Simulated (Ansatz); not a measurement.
A structure relaxed at r2SCAN-D4/def2-SVP in Ansatz, charge 0, singlet:

```xyz
9

Ba   -4.8513    0.1868   -3.1930
Ba   -3.7652    0.7265    0.9280
Ba   -0.3533    0.1110   -1.4893
Ba    4.8136   -1.1825   -0.1324
Ba    1.6793    0.0051    2.3249
S    -1.1450   -0.3555    1.3363
S    -2.9322    1.6813   -1.6975
S     2.4520    0.4070   -0.5631
S     4.1022   -1.5797    2.4862
```

Task: Give its formula.

Result: the cluster Ba5S4.

Task: Summarise the bond lengths by kind (pairs closer than 1.2 times the sum of covalent radii, bridged metal pairs left out).

Result: 11 × Ba–S 2.74 to 3.03 Å.

In the def2 sets Ba takes a core potential; there is no spin–orbit coupling. The restricted singlet is unstable towards broken spin symmetry at other levels; at r2SCAN-D4/def2-SVP this wasn't settled. The structure comes from a short search, and lower isomers may exist.
